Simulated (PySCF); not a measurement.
MoBr3, SMILES [Br][Mo]([Br])[Br] (connectivity only; charge and spin as stated), neutral, multiplicity 4.

Geometry optimised at B3LYP-D3(BJ)/def2-SVP. The multiplicity is an assumed one; other spin states were not compared. The def2 effective core potentials stand for the cores of Mo; spin–orbit coupling is left out.

Two levels are set side by side: PBE/def2-TZVP (PySCF) and M06-2X/def2-TZVP (PySCF). Same geometry, gas phase. Differences are taken from unrounded values.

| quantity | M06-2X | PBE | PBE minus M06-2X |
|---|---|---|---|
| α-spin orbital gap (eV) | 5.67 | 1.16 | -4.50 |
| β-spin orbital gap (eV) | 6.69 | 3.95 | -2.74 |
| mean polarisability (bohr³) | 102.7 | 109.5 | 6.8 |

PBE's more diffuse valence density responds more strongly to a field. Differences between two approximate levels are no errors against the true value.

Rough cost on one machine, each run with all the roots and properties that it gave: M06-2X against PBE within a factor of 2.
